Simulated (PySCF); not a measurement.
Harmonic spectrum computed at PBE0 in the def2-TZVP basis family (core potentials from Rb on, PySCF, no spin–orbit coupling):

| ω (cm⁻¹) | IR (km/mol, summed over degenerate members) | degeneracy |
| --- | --- | --- |
| 425 | 97.1 | 2 |
| 689 | 27.7 | 1 |
| 1992 | 102 | 1 |

Problem. Which molecule gave it? In each, all ligands are bound to the one heavy central atom.
A. HInS (singlet)
B. HAlS (singlet)
C. HRuS (quartet)
D. HPS (singlet)
E. HGaS (singlet)

Solution. B. It has C∞v symmetry with Al–H 1.570 Å, Al–S 1.999 Å.
